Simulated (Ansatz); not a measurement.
Coupled-cluster diagnostics for Ge(SiH3)2H2 (Si₂GeH₈), Ansatz.

Geometry of the singlet (PBE-D4/def2-SVP):

```tsv
atom	x (Å)	y (Å)	z (Å)
Ge1	-0.424	0.796	0.415
Si2	-1.561	-1.249	-0.089
H3	-1.475	-1.524	-1.567
H4	-3.011	-1.180	0.309
H5	-0.908	-2.387	0.650
Si6	1.879	0.650	-0.223
H7	1.979	0.376	-1.700
H8	2.540	-0.480	0.521
H9	2.613	1.928	0.084
H10	-0.528	1.094	1.938
H11	-1.103	1.974	-0.338
```

Correlated methods freeze 19 core orbitals; core or outer-core shells of Ge are correlated, in sets that lack core-valence functions.

**Question.** Estimate the CCSD(T) correlation energy, the shares of MP2 and (T), T1 and the reference's ⟨S²⟩ for: charge 0, singlet, own geometry in def2-TZVPP; and the rough time on 4 threads of Arm Neoverse V2 on a shared host.

**Answer.** 
```csv
state,basis,correlation (eV),MP2 share (%),(T) share (%),T1,⟨S²⟩ (pure),wall time
"charge 0, singlet, own geometry",def2-TZVPP,-16.425,87.0,3.3,0.012,0.00 (0.00),4 min
```
Customary marks for T1 are 0.02 (closed shells), 0.045 (open shells) and about 0.05 (3d metals). T1 stays under 0.02 throughout.
